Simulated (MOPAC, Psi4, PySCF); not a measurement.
Interaction energy of C3H6 ··· H3O+ (SMILES C1CC1 and [OH3+]) (charge +1). Monomers: optimised at B3LYP-D3(BJ) (def2-TZVP), held rigid. Orientation: a random orientation, not optimised. The monomers approach along the line of their centres of mass (distance R); nothing else relaxes.

Geometry at R = 4.25 Å (first 9 atoms: monomer A):
```
13

C     -0.4453    -0.7343     0.1261
C      0.8670    -0.0190    -0.0360
C     -0.4217     0.7533    -0.0900
H     -0.7867    -1.3610    -0.6867
H     -0.7064    -1.1014     1.1094
H      1.4938     0.0980     0.8377
H      1.4135    -0.1616    -0.9584
H     -0.6670     1.3928     0.7471
H     -0.7472     1.1331    -1.0490
O      3.5751    -2.2971    -0.2976
H      3.7744    -1.6348     0.3983
H      4.3226    -2.4518    -0.9139
H      2.7207    -2.1386    -0.7532
```

Computed with: PBE-D3(BJ)/def2-TZVP, counterpoise-corrected (Psi4); RHF/6-31G* = restricted Hartree-Fock/6-31G*, spherical d, no counterpoise correction (PySCF); RKS-LDA (SVWN5)/6-31G* = restricted LDA (SVWN5)/6-31G*, spherical d, no counterpoise correction (PySCF); MP2/aug-cc-pVDZ = DF-MP2/aug-cc-pVDZ, frozen core, counterpoise-corrected run with Psi4; PM7, restricted, heats of formation (MOPAC).

Interaction energies in kcal/mol (negative: bound); R is the distance of the centres of mass, d the H7···H13 distance.

| R / Å | d / Å | PBE-D3(BJ)/def2-TZVP | RHF/6-31G* | RKS-LDA (SVWN5)/6-31G* | MP2/aug-cc-pVDZ | PM7 |
|---|---|---|---|---|---|---|
| 3.68 | 1.88 | -10.29 | -5.66 | -12.39 | -8.34 | -6.54 |
| 3.83 | 2.01 | -9.70 | -5.90 | -11.23 | -8.04 | -5.64 |
| 4.09 | 2.24 | -8.17 | -5.38 | -8.87 | -6.90 | -4.29 |
| 4.25 | 2.38 | -7.17 | -4.82 | -7.47 | -6.10 | -3.68 |
| 4.49 | 2.60 | -5.80 | -3.95 | -5.66 | -4.97 | -3.02 |
| 4.67 | 2.76 | -4.91 | -3.35 | -4.55 | -4.23 | -2.67 |
| 4.96 | 3.03 | -3.73 | -2.55 | -3.21 | -3.27 | -2.27 |
| 5.28 | 3.34 | -2.77 | -1.91 | -2.24 | -2.49 | -1.93 |
| 5.74 | 3.78 | -1.85 | -1.31 | -1.43 | -1.72 | -1.52 |
| 6.43 | 4.44 | -1.09 | -0.82 | -0.86 | -1.06 | -1.04 |
| 7.47 | 5.46 | -0.58 | -0.46 | -0.48 | -0.58 | -0.51 |
| 8.75 | 6.72 | -0.31 | -0.25 | -0.26 | -0.31 | -0.23 |

Lowest grid point: PBE-D3(BJ)/def2-TZVP -10.29 kcal/mol at R = 3.68 Å; RHF/6-31G* -5.90 kcal/mol at R = 3.83 Å; RKS-LDA (SVWN5)/6-31G* -12.39 kcal/mol at R = 3.68 Å; MP2/aug-cc-pVDZ -8.34 kcal/mol at R = 3.68 Å; PM7 -6.54 kcal/mol at R = 3.68 Å.
